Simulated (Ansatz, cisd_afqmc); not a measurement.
Species: InH, charge 0, singlet. InH (SMILES [InH]).
B3LYP-D3(BJ)/def2-TZVP minimum from Ansatz (an electronic-structure program):
```xyz
2

In     0.0000     0.0000    -0.0373
H      0.0000     0.0000     1.8254
```
Charge 0, spin multiplicity 1.

Total energies in def2-TZVPP, 4 correlated electrons, 9 frozen orbitals. Open shells are spin-unrestricted; no spin-orbit coupling. Cores are frozen in correlated methods (noble-gas shells, and filled d and f shells in the p block). Past Kr the def2 sets carry scalar-relativistic core potentials. The Monte Carlo rows (phaseless AFQMC, CISD trial, step 0.005/hartree) carry one-sigma bars that omit the constraint's bias. Outlying blocks are dropped, and bars are widened where a walk drifts. Over all cases where full CI ran beside it in this data, AFQMC minus full CI had a median of +0.1 mEh and passed +0.4 mEh in a tenth of the cases. Spin-orbit terms, left out, reach several kcal/mol for Br and I, and more for heavier atoms.

```json
[
 {"method": "HF", "program": "Ansatz", "energy (Eh)": "-189.77733", "error against FCI (mEh)": "73.54"},
 {"method": "MP2", "program": "Ansatz", "energy (Eh)": "-189.83216", "error against FCI (mEh)": "18.71"},
 {"method": "CCSD", "program": "Ansatz", "energy (Eh)": "-189.84944", "error against FCI (mEh)": "1.43"},
 {"method": "CCSD(T)", "program": "Ansatz", "energy (Eh)": "-189.85055", "error against FCI (mEh)": "0.32"},
 {"method": "CCSDT(Q)", "program": "Ansatz", "energy (Eh)": "-189.85086", "error against FCI (mEh)": "0.01"},
 {"method": "CCSDTQ", "program": "Ansatz", "energy (Eh)": "-189.85087", "error against FCI (mEh)": "0.00"},
 {"method": "AFQMC/CISD", "program": "cisd_afqmc", "energy (Eh)": "-189.8508 ± 0.0001", "error against FCI (mEh)": "0.1 ± 0.1"},
 {"method": "FCI", "program": "Ansatz", "energy (Eh)": "-189.85087", "error against FCI (mEh)": "0.00"}
]
```

Rough core times of Ansatz's runs on a shared machine: CCSD(T) under 20 s, CCSDT(Q) under 20 s, CCSDTQ 20 s, FCI under 20 s.
